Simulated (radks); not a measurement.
All-electron atom: the strontium ion Sr3+ in [Ar] 3d10 4s2 4p4 6d1 (not the ground configuration). All-electron calculation, scalar-relativistic Kohn-Sham, PBE, spin-polarised, spherical densities, point nucleus; open shells are filled with parallel spins first (spin-orbit coupling, left out, can overturn this in heavy ions). Program: a radial shooting solver on a logarithmic mesh with Libxc functionals. Some entries of the table are withheld. Estimate them.

| orbital | occ. | eigenvalue (eV) | <r> (bohr) | <r^2> (bohr^2) |
|---|---|---|---|---|
| 1s up | 1 | -15981.98 | 0.03916 | 0.002067 |
| 1s down | 1 | -15981.73 | 0.03916 | 0.002067 |
| 2s up | 1 | -2201.811 | 0.1725 | 0.03507 |
| 2s down | 1 | -2201.657 | 0.1725 | 0.03507 |
| 2p up | 3 | -1961.410 | 0.1504 | 0.02765 |
| 2p down | 3 | -1961.164 | 0.1504 | 0.02765 |
| 3s up | 1 | -376.9961 | 0.4917 | 0.2775 |
| 3s down | 1 | -376.6866 | 0.4916 | 0.2773 |
| 3p up | 3 | -299.3718 | 0.4980 | 0.2895 |
| 3p down | 3 | -299.0225 | 0.4977 | 0.2891 |
| 3d up | 5 | -171.2073 | 0.4971 | 0.3009 |
| 3d down | 5 | -170.8043 | 0.4960 | 0.2993 |
| 4s up | 1 | -80.8136 | (1) | 1.905 |
| 4s down | 1 | -78.2468 | (2) | 1.908 |
| 4p up | 3 | -61.3256 | 1.443 | (3) |
| 4p down | 1 | -58.7680 | 1.449 | (4) |
| 6d up | 1 | -9.0339 | 7.575 | 64.40 |

Answer. 
(1) 4s up <r> (bohr): 1.300
(2) 4s down <r> (bohr): 1.299
(3) 4p up <r^2> (bohr^2): 2.363
(4) 4p down <r^2> (bohr^2): 2.391
